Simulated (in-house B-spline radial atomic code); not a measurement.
## Cl2+: [Ne] 3s2 3p3

Method: non-relativistic B97-1, spin-polarised, spherical fractional occupations, exact exchange averaged over the configuration, point nucleus. Calculated with a radial B-spline atomic code at the basis-set limit.

Screening seen three ways: the hydrogenic charge with the same mean radius, Z_r = [3n² - l(l+1)]/(2<r>), the one with the same energy, Z_e = n√(-2ε), and Slater's rules. Values are occupation-weighted means over spin.

```csv
shell,electrons,ε (eV),<r> (bohr),Z_r,Z_e,Slater
1s,2,-2792.8,0.09139,16.41,14.33,16.70
2s,2,-286.73,0.4448,13.49,9.18,12.85
2p,6,-225.36,0.4065,12.30,8.14,12.85
3s,2,-45.993,1.455,9.28,5.52,6.80
3p,3,-34.452,1.583,7.89,4.77,6.80
```

The least bound orbital is 3p up at -34.45 eV, and it is also the most diffuse (<r> = 1.583 bohr).

The density falls to 0.001 bohr⁻³ at 3.265 bohr; Σ<r²> = 15.34 bohr² gives, by the non-relativistic formula and without the paramagnetism of open shells, a Langevin diamagnetic susceptibility of -12.15×10⁻⁶ cm³/mol.
